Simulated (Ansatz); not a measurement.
Consider the isomerisation: `C[SiH2][B](N)[AlH2]` → `[BH2][AlH][N](C)[SiH3]`.

Calculated with Ansatz (gas phase, PBE0-D4/def2-TZVP geometries, no zero-point term in ΔE). CBS: MP2 limit from def2 TZ/QZ plus the TZ coupled-cluster correction, frozen cores. DFT in def2-TZVPP. Each species was taken in one conformer, which may not be the lowest.

`C[SiH2][B](N)[AlH2]`:

Cartesian coordinates in Å:
```
C 0.695 -1.399 1.623
Si -0.811 -0.501 0.938
B -0.326 0.742 -0.576
N -0.726 2.073 -0.509
Al 0.782 0.119 -2.305
H 1.416 -0.690 2.038
H 0.412 -2.097 2.414
H 1.194 -1.965 0.833
H -1.503 0.221 2.056
H -1.782 -1.524 0.436
H -1.249 2.459 0.265
H -0.536 2.756 -1.226
H 1.434 -1.329 -2.461
H 1.000 1.133 -3.526
```

`[BH2][AlH][N](C)[SiH3]`:

Z-matrix (Å, degrees):
```
C
N 1 1.461
H 1 1.097 2 111.9
H 1 1.097 2 111.9 3 -120.8
H 1 1.096 2 111.2 3 119.6
Al 2 1.791 1 120.3 3 -119.7
Si 2 1.728 1 115.1 3 60.4
B 6 2.127 2 118.0 1 -0.3
H 6 1.589 2 117.0 1 179.8
H 7 1.484 2 108.7 1 179.8
H 7 1.492 2 111.1 1 -59.5
H 7 1.492 2 111.1 1 59.2
H 8 1.200 6 123.0 2 90.4
H 8 1.200 6 122.9 2 -90.6
```

```csv
species,r2SCAN energy (Eh)
`C[SiH2][B](N)[AlH2]`,-654.98432
`[BH2][AlH][N](C)[SiH3]`,-654.95635
```

Question: Work out ΔE.

Answer: ΔE = (-654.95635) − (-654.98432) = 0.02797 Eh = +0.76 eV. CCSD(T)/CBS gives +0.64 eV.

Largest T1 diagnostic among the species: 0.013.

In def2-TZVPP, CCSD(T) changes the Hartree–Fock value by +0.27 eV (the triples alone add +0.04 eV) and MP2 by +0.23 eV. From PBE to PBE0 (25 % exact exchange), in def2-TZVPP and without D4, ΔE moves by −0.09 eV.
